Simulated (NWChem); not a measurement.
Everything below was run with NWChem. System: C$_{2}$H$_{8}$Si$_{2}$, charge 0, spin multiplicity 1, displaced from the optimised geometry. The structure started from a generated list of species. Level: PBE0/def2-SVP.

The NWChem input:

```
start mol
memory heap 200 mb stack 800 mb global 1000 mb
geometry units angstroms nocenter noautoz noautosym
  C      2.606467    -0.722956    -0.016693
  C      1.656043     0.259579    -0.057088
  Si    -0.080501     0.055453    -0.842524
  Si    -1.809421     0.182186     0.830727
  H      3.602445    -0.564661     0.466287
  H      2.435571    -1.732203    -0.466444
  H      1.901277     1.245905     0.416226
  H     -0.330383     1.157335    -1.868300
  H     -0.152205    -1.292749    -1.550687
  H     -1.676273    -0.964778     1.824984
  H     -3.189655     0.108650     0.188013
  H     -1.706932     1.495824     1.597774
end
basis spherical
  * library def2-svp
end
dft
  xc pbe0
  semidirect memsize 60000000 filesize 0
  iterations 100
  grid fine
end
task dft gradient
```

Output (cleaned and shortened):

```
             Northwest Computational Chemistry Package (NWChem) 7.3.0
             --------------------------------------------------------

                                NWChem Input Module
                                -------------------

 Scaling coordinates for geometry "geometry" by  1.889725989
 (inverse scale =  0.529177249)

                             Geometry "geometry" -> ""
                             -------------------------

 Output coordinates in angstroms (scale by  1.889725989 to convert to a.u.)

  No.       Tag          Charge          X              Y              Z
 ---- ---------------- ---------- -------------- -------------- --------------
    1 C                    6.0000     2.60646700    -0.72295600    -0.01669300
    2 C                    6.0000     1.65604300     0.25957900    -0.05708800
    3 Si                  14.0000    -0.08050100     0.05545300    -0.84252400
    4 Si                  14.0000    -1.80942100     0.18218600     0.83072700
    5 H                    1.0000     3.60244500    -0.56466100     0.46628700
    6 H                    1.0000     2.43557100    -1.73220300    -0.46644400
    7 H                    1.0000     1.90127700     1.24590500     0.41622600
    8 H                    1.0000    -0.33038300     1.15733500    -1.86830000
    9 H                    1.0000    -0.15220500    -1.29274900    -1.55068700
   10 H                    1.0000    -1.67627300    -0.96477800     1.82498400
   11 H                    1.0000    -3.18965500     0.10865000     0.18801300
   12 H                    1.0000    -1.70693200     1.49582400     1.59777400

 Effective nuclear repulsion energy (a.u.)     190.1791861788

            Nuclear Dipole moment (a.u.)
            ----------------------------
        X                 Y               Z
 ---------------- ---------------- ----------------
    -0.0000056692     0.0000132281     0.0000170075


 Summary of "ao basis" -> "" (spherical)
 ------------------------------------------------------------------------------
       Tag                 Description            Shells   Functions and Types
 ---------------- ------------------------------  ------  ---------------------
 *                          def2-svp                  on all atoms

                                 NWChem DFT Module
                                 -----------------

 Summary of "ao basis" -> "ao basis" (spherical)
 ------------------------------------------------------------------------------
       Tag                 Description            Shells   Functions and Types
 ---------------- ------------------------------  ------  ---------------------
 C                          def2-svp                 6       14   3s2p1d
 Si                         def2-svp                 8       18   4s3p1d
 H                          def2-svp                 3        5   2s1p

 Summary of "ao basis" -> "ao basis" (spherical)
 ------------------------------------------------------------------------------
       Tag                 Description            Shells   Functions and Types
 ---------------- ------------------------------  ------  ---------------------
 C                          def2-svp                 6       14   3s2p1d
 Si                         def2-svp                 8       18   4s3p1d
 H                          def2-svp                 3        5   2s1p

            General Information
            -------------------
          SCF calculation type: DFT
          Wavefunction type:  closed shell.
[...]
    50     -0.247896   4 Si s                21     -0.218806   2 C  px

 Vector   27  Occ=0.000000D+00  E= 2.279390D-02
              MO Center= -9.1D-01,  6.4D-02,  6.9D-02, r^2= 4.9D+00
   Bfn.  Coefficient  Atom+Function         Bfn.  Coefficient  Atom+Function
  ----- ------------  ---------------      ----- ------------  ---------------
    91      0.737630  10 H  s                58      0.696029   4 Si py
    39     -0.594539   3 Si px               40      0.577187   3 Si py
    81     -0.571282   8 H  s                57     -0.509626   4 Si px
    86      0.381731   9 H  s               101     -0.337067  12 H  s
    17      0.333179   2 C  s                96     -0.296400  11 H  s

 center of mass
 --------------
 x =  -0.01789181 y =   0.01152798 z =  -0.01294234

 moments of inertia (a.u.)
 ------------------
         253.420570278500         114.954734825272         164.442339596191
         114.954734825272        1059.834120028856         -15.946006378127
         164.442339596191         -15.946006378127         943.834131160519

     Multipole analysis of the density
     ---------------------------------

     L   x y z        total         alpha         beta         nuclear
     -   - - -        -----         -----         ----         -------
     0   0 0 0      0.000000    -24.000000    -24.000000     48.000000

     1   1 0 0      0.301146      0.150576      0.150576     -0.000006
     1   0 1 0     -0.032881     -0.016447     -0.016447      0.000013
     1   0 0 1      0.050658      0.025321      0.025321      0.000017

     2   2 0 0    -31.136363   -268.574294   -268.574294    506.012225
     2   1 1 0     -0.352681     33.314856     33.314856    -66.982393
     2   1 0 1      1.149116     45.427943     45.427943    -89.706770
     2   0 2 0    -31.423831    -42.691982    -42.691982     53.960133
     2   0 1 1      0.604732     -5.060725     -5.060725     10.726182
     2   0 0 2    -33.555669    -73.991271    -73.991271    114.426873

            General Information
            -------------------
          SCF calculation type: DFT
          Wavefunction type:  closed shell.
          No. of atoms     :    12
          No. of electrons :    48
           Alpha electrons :    24
            Beta electrons :    24
          Charge           :     0
          Spin multiplicity:     1
          Use of symmetry is: off; symmetry adaption is: off
          Maximum number of iterations: 100
          AO basis - number of functions:   104
                     number of shells:    52
          Convergence on energy requested:  1.00D-06
          Convergence on density requested:  1.00D-05
          Convergence on gradient requested:  5.00D-04

              XC Information
              --------------
                         PBE0 Method XC Functional
                     Hartree-Fock (Exact) Exchange  0.250
          PerdewBurkeErnzerhof Exchange Functional  0.750
            Perdew 1991 LDA Correlation Functional  1.000 local
           PerdewBurkeErnz. Correlation Functional  1.000 non-local

             Grid Information
             ----------------
          Grid used for XC integration:  fine
          Radial quadrature: Mura-Knowles
          Angular quadrature: Lebedev.
          Tag              B.-S. Rad. Rad. Pts. Rad. Cut. Ang. Pts.
          ---              ---------- --------- --------- ---------
          C                   0.70       70          14.0       590
          Si                  1.10      123          13.0       770
          H                   0.35       60          15.0       590
          Grid pruning is: on
          Number of quadrature shells:   866
          Spatial weights used:  Erf1

          Convergence Information
          -----------------------
          Convergence aids based upon iterative change in
          total energy or number of iterations.
          Levelshifting, if invoked, occurs when the
          HOMO/LUMO gap drops below (HL_TOL):  1.00D-02
          DIIS, if invoked, will attempt to extrapolate
          using up to (NFOCK): 10 stored Fock matrices.

                    Damping( 0%)  Levelshifting(0.5)       DIIS
                  --------------- ------------------- ---------------
          dE  on:    start            ASAP                start
          dE off:    2 iters        100 iters           100 iters

      Screening Tolerance Information
      -------------------------------
          Density screening/tol_rho:  1.00D-10
          AO Gaussian exp screening on grid/accAOfunc:  14
          CD Gaussian exp screening on grid/accCDfunc:  20
          XC Gaussian exp screening on grid/accXCfunc:  20
          Schwarz screening/accCoul:  1.00D-08

                            NWChem DFT Gradient Module
                            --------------------------

  charge          =   0.00
  wavefunction    = closed shell

                         DFT ENERGY GRADIENTS

    atom               coordinates                        gradient
                 x          y          z           x          y          z
   1 C       4.925508  -1.366189  -0.031545    0.012962  -0.012153   0.001001
   2 C       3.129467   0.490533  -0.107881   -0.012654   0.012201  -0.001540
   3 Si     -0.152125   0.104791  -1.592139   -0.004438  -0.000061  -0.002669
   4 Si     -3.419310   0.344282   1.569846   -0.000950  -0.000008   0.000177
   5 H       6.807634  -1.067055   0.881155    0.013086   0.001315   0.006133
   6 H       4.602562  -3.273389  -0.881451   -0.001550  -0.013153  -0.005620
   7 H       3.592893   2.354419   0.786553    0.003055   0.012731   0.006038
   8 H      -0.624333   2.187046  -3.530575   -0.001613   0.006614  -0.006434
   9 H      -0.287626  -2.442941  -2.930374   -0.000470  -0.008067  -0.004460
  10 H      -3.167697  -1.823166   3.448720    0.000656  -0.006941   0.006199
  11 H      -6.027574   0.205319   0.355293   -0.008570  -0.000427  -0.003646
  12 H      -3.225634   2.826697   3.019355    0.000486   0.007950   0.004820

                 ----------------------------------------
                 |  Time  |  1-e(secs)   |  2-e(secs)   |
                 ----------------------------------------
                 |  CPU   |       0.02   |       3.01   |
                 ----------------------------------------
                 |  WALL  |       0.02   |       3.01   |
                 ----------------------------------------

 Task  times  cpu:       21.3s     wall:       21.3s

 Total times  cpu:       21.4s     wall:       21.4s
```
